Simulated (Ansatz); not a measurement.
Relaxation of ClFH2MgO2 (7 atoms, charge 0, multiplicity 1), to a largest force component of 0.03 eV/Å in at most 50 steps.

Theory: RKS PBE0/def2-mTZVP in Ansatz.

```xyz
7
Properties=species:S:1:pos:R:3
Mg -1.395 -0.232 -0.435
F -1.103 -1.044 1.286
Cl -2.273 0.655 -2.258
H 0.995 -0.487 1.438
O 1.682 -0.106 0.859
O 0.835 0.204 -0.281
H 1.260 1.010 -0.608
```

**Question.** Where does it end, and by what steps?

**Answer.** The run converged. After 6 steps the energy has fallen by 0.412 eV; H4 moved furthest, 0.33 Å.

```csv
step,energy less start (eV),largest force component (eV/Å),accepted
0,0.0000,1.779,yes
1,-0.2848,0.932,yes
2,-0.3734,0.504,yes
3,-0.3842,0.659,yes
4,-0.4089,0.095,yes
5,-0.4109,0.072,yes
6,-0.4118,0.023,yes
```

```xyz
7
Properties=species:S:1:pos:R:3
Mg -1.140 -0.227 -0.378
F -0.920 -0.933 1.266
Cl -2.237 0.598 -2.106
H 0.683 -0.520 1.329
O 1.486 -0.150 0.869
O 0.885 0.175 -0.400
H 1.242 1.057 -0.579
```

Whether the end is a true minimum wasn't checked by a vibrational analysis.

Time of the run: 9.8 s on 2 threads of Intel(R) Xeon(R) 6975P-C (Granite Rapids), on a shared host, peak memory 0.24 GiB.
